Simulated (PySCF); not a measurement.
# NMR parameters from quadrupole coupling constants

Compound: C6H14OSSi.
Numbering: `[CH2:1]=[CH:2][Si@@H:3]([SH:4])[O:5][C:6]([CH3:7])([CH3:8])[CH3:9]` (hydrogens: H10, H11 on C1; H12 on C2; H13 on Si3; H14 on S4; H15, H16, H17 on C7; H18, H19, H20 on C8; H21, H22, H23 on C9)

Geometry (GFN2-xTB, Å), atoms numbered from 1 in this order:
```
atom  x, y, z in Å
C1     2.2384    1.8243    0.8620
C2     2.6044    0.7552    0.1709
Si3    1.6094   -0.8404    0.0517
S4     2.3025   -2.1821    1.5861
O5     0.0496   -0.7049    0.4253
C6    -1.0675   -0.1883   -0.2740
C7    -2.0321    0.3440    0.7877
C8    -0.6560    0.9321   -1.2246
C9    -1.7046   -1.3388   -1.0551
H10    1.3039    1.8570    1.4003
H11    2.8505    2.7109    0.9313
H12    3.5620    0.7727   -0.3333
H13    1.8497   -1.4820   -1.2425
H14    1.1038   -2.6049    1.9484
H15   -1.5630    1.1546    1.3398
H16   -2.9420    0.7121    0.3229
H17   -2.2861   -0.4475    1.4882
H18   -0.1415    1.7176   -0.6782
H19    0.0160    0.5494   -1.9883
H20   -1.5339    1.3538   -1.7063
H21   -2.5941   -0.9974   -1.5768
H22   -0.9943   -1.7283   -1.7802
H23   -1.9798   -2.1420   -0.3763
```

Computed at PBE0/pcSseg-1 (PySCF, non-relativistic):

```json
{"atom": "S4", "environment": "sulfur bonded to Si and H", "nucleus": "33S", "spin I": "3/2", "Q (b)": "-0.0678", "CQ = χzz (MHz)": "32.683", "η": "0.892"}
{"atom": "O5", "environment": "silyl ether oxygen", "nucleus": "17O", "spin I": "5/2", "Q (b)": "-0.0256", "CQ = χzz (MHz)": "-10.030", "η": "0.328"}
```

Question: Work back to Vxx, Vyy and Vzz; CQ/MHz = 234.96 (Q/b)(Vzz/au).

Answer: Vxx = −Vzz(1 − η)/2 and Vyy = −Vzz(1 + η)/2, in au:

| atom | Vxx (au) | Vyy (au) | Vzz (au) | Vzz (10²¹ V/m²) |
| --- | --- | --- | --- | --- |
| S4 | 0.111 | 1.941 | -2.052 | -19.94 |
| O5 | -0.560 | -1.107 | 1.667 | 16.20 |

Question: PQ = |CQ|√(1 + η²/3), νQ = 3|CQ|/[2I(2I − 1)], ν0 = |g|·7.62259 MHz/T·B with g(33S) = 0.42921, g(17O) = −0.75752: values at 16.45 T?

Answer: 
```tsv
atom	PQ (MHz)	νQ (MHz)	ν0 (MHz)	νQ/ν0
S4	36.76	16.34	53.82	0.304
O5	10.21	1.505	94.99	0.016
```

For S4: PQ = 32.68 × 1.1248, νQ = 32.68 × 0.5000, ν0 = 3.2717 MHz/T × 16.45 T.

For S4 νQ isn't small against ν0, so the high-field expansions of solid-state NMR fail there at this field.

Question: Second-order quadrupolar shift of the central transition's centre of gravity (half-integer spins, νQ < ν0/10) at 16.45 and 18.8 T.

Answer: From −(3/40)(PQ/ν0)²[I(I + 1) − 3/4]/[I(2I − 1)]², which goes as 1/B² (ppm):

```tsv
site	16.45 T	18.8 T
17O at O5	-69.3	-53.1
```

Question: Quadrupolar 1/T1 and linewidth for τc = 10 ps (extreme narrowing, isotropic tumbling)?

Answer: 1/T1 = 1/T2 = (3π²/10)(2I + 3)/[I²(2I − 1)] × PQ² × τc; the width is 1/(πT2).

| site | spin factor (2I + 3)/[I²(2I − 1)] | 1/T1 (s⁻¹) | T1 (ms) | linewidth (Hz) |
| --- | --- | --- | --- | --- |
| 33S at S4 | 1.333 | 53300 | 0.0187 | 17000 |
| 17O at O5 | 0.320 | 987 | 1.01 | 314 |

Solvent, lattice and vibrations would change these gradients. The structure is a single GFN2-xTB conformer in the gas phase; no vibrational or solvent corrections. GFN2-xTB bond lengths can be off by several hundredths of an ångström, more for odd bonds, and the gradients follow them. A larger basis could move these couplings by a tenth or more.
